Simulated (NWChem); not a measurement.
System: 1,1-difluoroethane (C$_{2}$H$_{4}$F$_{2}$); SMILES CC(F)F

Program: NWChem. Coordinates come from a PBE0/def2-SVP optimisation. LC-ωPBE (HJS hole) with def2-SVP; x = 1 − exp(−ω/0.25 bohr⁻¹) is a scale chosen for this fit.

```
row           x  −ε(HOMO) (eV)
--------  -----  -------------
ω = 0.15  0.451           9.72
ω = 0.25  0.632       withheld
ω = 0.30  0.699          11.39
ω = 0.60  0.909          13.36
ω = 0.80  0.959          14.03
```

Q: Fit a straight line of the last column on the one before it, predict the withheld value, and compare with the run.

A: 
1. Means of the 4 shown rows: x = 0.7545, y = 12.125. Slope Σ(x − x̄)(y − ȳ)/Σ(x − x̄)² = 1.351/0.1609 = 8.398; intercept 5.789.
2. The shown rows scatter about the line by 0.182 (root mean square); the largest residual is -0.27, at ω = 0.30.
3. At x = 0.632 (ω = 0.25; inside the shown range) the line gives 11.10.
4. The run gives 10.90, -0.20 from the line, 1.1 times the scatter.
